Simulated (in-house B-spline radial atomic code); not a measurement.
# Binding energies in neutral lead

NIST's tabulated ground configuration is [Xe] 4f14 5d10 6s2 6p2; each binding energy is the energy of the ion with one electron taken from that subshell, relaxed, less that of the parent. Level of theory: Dirac-Kohn-Sham PBE0, spherical fractional occupations, Fermi nucleus of rms radius 5.5012 fm; calculated with a radial B-spline atomic code at the basis-set limit. Energies include first-order Breit, QED and recoil terms.

Caution: exact exchange at fractional occupations of open shells leaves self-interaction of up to several eV.

```csv
subshell,X-ray name,binding energy (eV),-ε (eV),relaxation (eV)
1s,K,88207.9,88087.4,-559.8
2s,L1,15818.3,15784.0,-97.3
2p1/2,L2,15223,15155.6,-128.3
2p3/2,L3,13044,12965.5,-115.8
3s,M1,3820.1,3806.9,-26.2
3p1/2,M2,3538.9,3522.6,-28.5
3p3/2,M3,3054.2,3032.4,-28.8
3d3/2,M4,2595.2,2564.5,-35.3
3d5/2,M5,2492.9,2460.4,-35.5
4s,N1,880.6,872.0,-11.6
4p1/2,N2,757.4,748.5,-11.5
4p3/2,N3,639.2,628.1,-12.4
4d3/2,N4,438.1,426.4,-12.3
4d5/2,N5,416.2,403.8,-12.6
5s,O1,155.8,150.0,-6.3
4f5/2,N6,155,142.3,-12.4
4f7/2,N7,150.2,137.2,-12.6
5p1/2,O2,113,107.3,-6.1
5p3/2,O3,91.08,84.80,-6.41
5d3/2,O4,30.75,25.22,-5.50
5d5/2,O5,28.23,22.58,-5.59
6s,P1,16.7,13.27,-3.48
6p,-,6.37,3.47,-2.91
```

Relaxation = -ε minus the binding energy without Breit, QED and recoil terms. With a density functional, K lines can miss by some tenths of a per cent, more in light atoms. For a density functional the relaxation so defined is negative, because -ε of a Kohn-Sham level is smaller than the binding energy.

Emission lines follow as differences of binding energies, with λ = 12398.42 eV·Å / E:

```tsv
line	holes	energy (eV)	wavelength (Å)
K-L3	1s → 2p3/2	75163.9	0.16495
K-L2	1s → 2p1/2	72984.9	0.16988
K-M3	1s → 3p3/2	85153.7	0.1456
L3-M5	2p3/2 → 3d5/2	10551.1	1.1751
L2-M4	2p1/2 → 3d3/2	12627.8	0.98184
L1-M3	2s → 3p3/2	12764.1	0.97135
L3-M1	2p3/2 → 3s	9223.9	1.3442
L2-N4	2p1/2 → 4d3/2	14784.9	0.83859
M5-N7	3d5/2 → 4f7/2	2342.7	5.2924
M4-N6	3d3/2 → 4f5/2	2440.2	5.0809
```

What screening constant σ does Moseley's law, E = (3/4)·13.6057 eV·(Z - σ)², need for K-L3?

σ = -3.82.

Moseley's non-relativistic formula needs a falling, then negative, screening constant for heavy elements, because relativity binds the 1s electron more strongly than the formula allows.

What does it cost to remove two 3p3/2 electrons?

6168 eV, which is 59.72 eV more than the two single binding energies together.

What does it cost to remove both a 4d5/2 and a 5d5/2 electron?

459.49 eV, which is 15.02 eV more than the two single binding energies together.

What does it cost to remove both a 3s and a 3p1/2 electron?

7429.6 eV, which is 70.65 eV more than the two single binding energies together.
